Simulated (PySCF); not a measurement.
# Relative stability

Two relaxed structures of BH3S2O, closed shell (PBE0-D4/def2-TZVP; forces vanish, vibrations not checked).

A:

```
atom    x (Å)    y (Å)    z (Å)
  O1  -0.8821   1.8362  -0.1359
  B2  -0.2122   0.7341   0.2630
  S3  -0.4724  -0.8564  -0.5834
  S4   0.7171  -2.1552   0.4825
  H5  -1.4855   1.7132  -0.8744
  H6   0.5489   0.8113   1.1762
  H7   1.8055  -2.0784  -0.3041
```

B:

```
7
angstrom
O -1.3725 1.6916 -0.8661
B -1.2756 0.3859 -0.9834
S -0.1419 -0.8312 -0.2295
S 1.2221 -1.7116 1.4860
H -1.9130 2.1388 -1.5241
H -1.0243 -1.8298 -0.2254
H 2.2139 -1.9385 0.6100
```

PySCF 2.14 with density fitting (its default auxiliary sets; JK sets also for MP2 and CCSD(T)); basis: def2-TZVPP; cores frozen in the correlated methods. B3LYP uses VWN-RPA correlation.

(1) Which structure is lower at CCSD(T), and by how much? (Judge from chemistry; the value comes from the calculation.)

T1 diagnostic: at most 0.020. The restricted Hartree–Fock reference is unstable towards an unrestricted one at one or more of these structures. A large double-excitation amplitude points to some diradical character; no triplet was computed.

Answers

(1) The calculation gives: A, by 2.944 eV (electronic energy, against the other). By their contacts, A is BH₃S₂O ([OH][BH][S][SH]) and B is BH₃S₂O ([OH][B][SH][SH]).

All methods give the same order:

| method | E(B) − E(A) (eV) |
| --- | --- |
| PBE-D4 | 2.549 |
| r2SCAN-D4 | 2.711 |
| PBE0-D4 | 2.935 |
| B3LYP-D4 | 2.839 |
| wB97M-V | 3.256 |
| HF | 3.847 |
| MP2 | 3.009 |
| CCSD | 3.189 |
| CCSD(T) | 2.944 |

Labels in which every atom is bracketed show which atoms are joined, not bond orders.

For scale, one of the runs: CCSD(T)/def2-TZVPP, 188 basis functions, launched by `OMP_NUM_THREADS=2 python run.py`. Hardware: 2 CPU threads of an AMD EPYC 9B45, shared host. Wall time 2.5 min; peak host memory 2.1 GiB.
